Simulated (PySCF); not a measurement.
# Working out the excitation energy of Ca+

Ca+ [Ar] 4s1 (2S) → Ca+ [Ar] 4p1 (2P). Calculation: PySCF 2.14, in ANO-RCC-VTZP; the spin-free X2C one-electron Hamiltonian (Gaussian nucleus). Frozen: [Ne]. Energies in hartree (1 hartree = 27.21139 eV):

```json
{"part": "UHF", "Ca+ (lower)": "-679.438959", "Ca+ (upper)": "-679.330872"}
{"part": "CCSD correlation", "Ca+ (lower)": "-0.244573", "Ca+ (upper)": "-0.238988"}
{"part": "(T)", "Ca+ (lower)": "-0.005214", "Ca+ (upper)": "-0.004845"}
```

**Question.** What does Hartree-Fock give?

**Answer.** (-679.330872) − (-679.438959) = 0.108087 hartree = 2.941 eV.

**Question.** What do CCSD and CCSD(T) give?

**Answer.** The CCSD correlation energies differ by 0.005585 hartree = 0.152 eV and the triples by 0.000369 hartree = 0.010 eV, so CCSD gives 3.093 eV and CCSD(T) 3.103 eV.

Measured between the centres of the two terms (NIST): 3.142 eV, so CCSD(T) (valence and next inner shell) is off by -0.039 eV.

What remains against the reference includes basis incompleteness, the frozen core and higher excitations.
